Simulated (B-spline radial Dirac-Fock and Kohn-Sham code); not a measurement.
Relativistic shifts of the levels of Zn

System: the free zinc atom, 1s2 2s2 2p6 3s2 3p6 3d10 4s2.

Both columns are ΔSCF binding energies of the configuration average from a B-spline atomic structure program: non-relativistic Hartree-Fock with a point nucleus, and Dirac-Fock with a finite nucleus and the Coulomb interaction alone, averaged over the two j levels with weights 2j+1.

```
shell  Hartree-Fock (eV)  Dirac-Fock (eV)  shift (eV)  shift (%)
   1s             9564.7           9684.7     +120.01      +1.25
   2s             1181.4           1207.8      +26.41      +2.24
   2p             1031.6           1037.4       +5.78      +0.56
   3s              145.9            150.1       +4.20      +2.88
   3p              97.24            98.15       +0.91      +0.93
   3d              15.25            14.68       -0.56      -3.68
   4s               7.63             7.79       +0.16      +2.06
```

Relativity binds 1s, 2s, 2p, 3s, 3p, 4s more strongly, among those listed most of all 3s in relative terms, and 3d more weakly, because the contracted s and p shells screen the nucleus better.

Values without a named source are computed, but for edge energies of neutral atoms, which are taken from tables.
